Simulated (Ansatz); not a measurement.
Coupled-cluster run, FI$_{3}$Si, SMILES `F[Si](I)(I)I`.

```yaml
crystal:
  periodic: [false, false, false]
  atoms:
    - {symbol: F, position_ang: [-0.684015, -0.023941, 1.550771]}
    - {symbol: Si, position_ang: [-0.038992, -0.015394, 0.101740]}
    - {symbol: I, position_ang: [1.721819, -1.667327, 0.077422]}
    - {symbol: I, position_ang: [-1.781517, -0.568030, -1.475655]}
    - {symbol: I, position_ang: [0.832606, 2.200990, -0.295677]}
basis:
  gaussian: {orbitals: def2-TZVPP}
correlation: {method: ccsd_t}
output: {orbitals: {seedname: orbitals}}
```

```sh
$ ansatz run in.yaml --threads 4 --pin off --events-out ev --progress --plain --max-ram 11315MiB
```

The program prints (abridged):

```
Functional definition: HF
1894 factors; integrals over basis functions are off by at most 8.4e-4 eV
mean field evaluation 1: about -34790.1704 eV, gradient 3.1e1 eV
mean field evaluation 2: about -34790.2946 eV, gradient 3.2e1 eV
mean field evaluation 4: about -34792.4730 eV, gradient 3.5e0 eV
mean field evaluation 8: about -34792.5201 eV, gradient 4.5e-1 eV
mean field evaluation 16: about -34792.5210 eV, gradient 1.7e-6 eV
mean field -34792.52102608 eV, -1278.6015644906 hartree, gradient 1.7e-6 eV, S^2 0.000000; 0 other end points of the search recorded, 0 dependent functions left out
18 core orbitals not correlated: weight in the atoms' cores, before any rotation towards them, 1.000 or more for the frozen orbitals, at most 0.000 for the correlated occupied ones
reference -34792.52102608 eV, -1278.6015644906 hartree; 31, 31 occupied and 174, 174 virtual orbitals, 1894 factors
second order -50.34137331 eV of doubles, -0.00000000 eV of singles
cycle   1  -46.62606399 eV  change     3.7e0 eV  update   1.4e-1
cycle   2  -47.73629099 eV  change    -1.1e0 eV  update   3.9e-2
cycle   3  -47.89772224 eV  change   -1.6e-1 eV  update   1.6e-2
cycle   4  -47.84555237 eV  change    5.2e-2 eV  update   4.1e-3
cycle   5  -47.84172393 eV  change    3.8e-3 eV  update   1.9e-3
cycle   6  -47.84373064 eV  change   -2.0e-3 eV  update   5.7e-4
cycle   7  -47.84359410 eV  change    1.4e-4 eV  update   2.1e-4
cycle   8  -47.84324809 eV  change    3.5e-4 eV  update   6.0e-5
cycle   9  -47.84328318 eV  change   -3.5e-5 eV  update   2.2e-5
perturbative correction -1.22799947 eV, -0.0451281481 hartree
Total energy: -34841.59230873 eV, -1280.4049008662 hartree
```

Run time 8.6 min (4 threads of an Arm Neoverse V1 on a shared host); peak host memory 5.1 GiB.

MP2 recovers 102.6 % of the CCSD(T) correlation energy and the triples give 2.5 %; T1 = 0.0091.
